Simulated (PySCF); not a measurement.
Energy of Ar²⁺ (argon, charge +2) between two integer charges

The 3p beta orbital of [Ne] 3s2 3p4 is emptied in steps (occupation f), with all orbitals relaxed, ending at [Ne] 3s2 3p3. All numbers are calculated (PySCF 2.14, the non-relativistic Hamiltonian (point nucleus), in def2-TZVP). The exact energy is a straight line in f; departures are measured from the line between the end points of the same method.

| f | UHF (eV) | LDA (eV) | PBE (eV) | PBE0 (eV) | r2SCAN (eV) | LC-wPBE (eV) | BHandHLYP (eV) | wB97X (eV) | BLYP (eV) | M06-2X (eV) |
| --- | --- | --- | --- | --- | --- | --- | --- | --- | --- | --- |
| 1 | 0.000 | 0.000 | 0.000 | 0.000 | 0.000 | 0.000 | 0.000 | 0.000 | 0.000 | 0.000 |
| 0.75 | 0.190 | -1.265 | -1.228 | -0.879 | -1.134 | -0.320 | -0.553 | -0.400 | -1.247 | -0.579 |
| 0.5 | 0.248 | -1.687 | -1.629 | -1.164 | -1.492 | -0.417 | -0.741 | -0.529 | -1.663 | -0.773 |
| 0.25 | 0.182 | -1.262 | -1.211 | -0.864 | -1.101 | -0.302 | -0.559 | -0.396 | -1.246 | -0.585 |
| 0 | 0.000 | 0.000 | 0.000 | 0.000 | 0.000 | 0.000 | 0.000 | 0.000 | 0.000 | 0.000 |

**Question.** For PBE, how does the orbital energy at f = 1 compare with the removal energy?

**Answer.** −ε = 34.164 eV against a total-energy difference of 40.730 eV. By Janak's theorem ε = ∂E/∂f, so the gap between them reflects the curvature. Along the path −ε is 37.475 (f = 0.75), 40.773 (f = 0.5), 44.010 (f = 0.25) eV.

```tsv
method	E(f=0) − E(f=1) (eV)	−ε at f=1 (eV)	−ε at f=0.5 (eV)
UHF	39.373	40.412	39.351
LDA	40.843	34.100	40.851
PBE	40.730	34.164	40.773
PBE0	40.722	36.012	40.761
r2SCAN	40.681	34.573	40.768
LC-wPBE	40.911	39.174	40.958
BHandHLYP	40.664	37.727	40.647
wB97X	40.750	38.606	40.762
BLYP	40.701	34.053	40.706
M06-2X	40.690	37.632	40.692
```

Reference removal energy between the ground levels: 40.735 ± 0.012 eV (semi-empirical (NIST evaluation); NIST Atomic Spectra Database, ionization energies). The calculation has no spin-orbit coupling. UHF lacks correlation.
